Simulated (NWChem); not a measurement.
System: CH$_{3}$Cl$_{3}$Si; SMILES C[Si](Cl)(Cl)Cl

Input file for NWChem:

```
start job
memory heap 200 mb stack 900 mb global 1100 mb
geometry units angstroms noautoz
  C      0.000000     0.000000    -2.122081
  Si     0.000000     0.000000    -0.274066
  Cl    -0.777184     1.758044     0.450068
  Cl    -1.133919    -1.552083     0.450068
  Cl     1.911102    -0.205961     0.450068
  H      0.609966     0.834186    -2.499799
  H      0.417443    -0.945339    -2.499799
  H     -1.027409     0.111153    -2.499799
end
basis spherical
  * library 6-31g*
end
basis "cd basis" spherical
  * library "Weigend Coulomb Fitting"
end
dft
  xc r2scan
  iterations 150
end
task dft gradient
```

Parts of the log:

```
             Northwest Computational Chemistry Package (NWChem) 7.3.0
             --------------------------------------------------------

 C3  symmetry detected

                             Geometry "geometry" -> ""
                             -------------------------

 Output coordinates in angstroms (scale by  1.889725989 to convert to a.u.)

  No.       Tag          Charge          X              Y              Z
 ---- ---------------- ---------- -------------- -------------- --------------
    1 C                    6.0000     0.00000000     0.00000000    -2.10700885
    2 Si                  14.0000     0.00000000     0.00000000    -0.25899385
    3 Cl                  17.0000    -0.98230983     1.65221070     0.46514015
    4 Cl                  17.0000    -0.93970152    -1.67681062     0.46514015
    5 Cl                  17.0000     1.92201135     0.02459992     0.46514015
    6 H                    1.0000     0.50557775     0.90128555    -2.48472685
    7 H                    1.0000     0.52774731    -0.88848595    -2.48472685
    8 H                    1.0000    -1.03332506    -0.01279960    -2.48472685

 Effective nuclear repulsion energy (a.u.)     437.2297481701

      Symmetry information
      --------------------

 Group name             C3
 Group number              5
 Group order               3
 No. of unique centers     4

 Summary of "cd basis" -> "" (spherical)
 ------------------------------------------------------------------------------
       Tag                 Description            Shells   Functions and Types
 ---------------- ------------------------------  ------  ---------------------
 *                  Weigend Coulomb Fitting           on all atoms

                                 NWChem DFT Module
                                 -----------------

 Summary of "ao basis" -> "ao basis" (spherical)
 ------------------------------------------------------------------------------
       Tag                 Description            Shells   Functions and Types
 ---------------- ------------------------------  ------  ---------------------
 C                           6-31g*                  6       14   3s2p1d
 Si                          6-31g*                  8       18   4s3p1d
 Cl                          6-31g*                  8       18   4s3p1d
 H                           6-31g*                  2        2   2s

 Summary of "cd basis" -> "cd basis" (spherical)
 ------------------------------------------------------------------------------
       Tag                 Description            Shells   Functions and Types
 ---------------- ------------------------------  ------  ---------------------
 C                  Weigend Coulomb Fitting         15       49   6s4p3d1f1g
 Si                 Weigend Coulomb Fitting         17       51   8s4p3d1f1g
 Cl                 Weigend Coulomb Fitting         17       51   8s4p3d1f1g
 H                  Weigend Coulomb Fitting          5       11   3s1p1d

      Symmetry analysis of basis
      --------------------------

        a          34
        e+         29
        e-         29

  Rotation of axis

            General Information
            -------------------
          SCF calculation type: DFT
          Wavefunction type:  closed shell.
          No. of atoms     :     8
          No. of electrons :    74
           Alpha electrons :    37
            Beta electrons :    37
          Charge           :     0
          Spin multiplicity:     1
          Use of symmetry is: on ; symmetry adaption is: on
          Maximum number of iterations: 150
          AO basis - number of functions:    92
                     number of shells:    44
          A Charge density fitting basis will be used.
          CD basis - number of functions:   286
                     number of shells:    98
          Convergence on energy requested:  1.00D-06
          Convergence on density requested:  1.00D-05
          Convergence on gradient requested:  5.00D-04

              XC Information
              --------------
                      r^2SCAN Method XC Functional
               r^2SCAN metaGGA Exchange Functional  1.000
                     r^2SCAN Correlation Potential  1.000

             Grid Information
             ----------------
          Grid used for XC integration:  medium
          Radial quadrature: Mura-Knowles
          Angular quadrature: Lebedev.
          Tag              B.-S. Rad. Rad. Pts. Rad. Cut. Ang. Pts.
          ---              ---------- --------- --------- ---------
          C                   0.70       49           9.0       434
          Si                  1.10       88           8.0       590
          Cl                  1.00       88          11.0       590
          H                   0.35       45          11.0       434
          Grid pruning is: on
          Number of quadrature shells:   270
          Spatial weights used:  Erf1

      Superposition of Atomic Density Guess
      -------------------------------------

 Sum of atomic energies:       -1706.32400744

      Non-variational initial energy
      ------------------------------

[...]

                         DFT ENERGY GRADIENTS

    atom               coordinates                        gradient
                 x          y          z           x          y          z
   1 C       0.000000   0.000000  -3.981669    0.000000   0.000000   0.002943
   2 Si      0.000000   0.000000  -0.489427   -0.000000   0.000000  -0.002555
   3 Cl     -1.856296   3.122225   0.878987    0.000068  -0.000118   0.000315
   4 Cl     -1.775778  -3.168713   0.878987    0.000068   0.000118   0.000315
   5 Cl      3.632075   0.046487   0.878987   -0.000136   0.000000   0.000315
   6 H       0.955403   1.703183  -4.695453    0.001320   0.002351  -0.000444
   7 H       0.997298  -1.678995  -4.695453    0.001376  -0.002318  -0.000444
   8 H      -1.952701  -0.024188  -4.695453   -0.002696  -0.000032  -0.000444
```

Level: r2SCAN/6-31G* (spherical d), Coulomb fitting. The geometry was optimised at PBE0/def2-SVP.
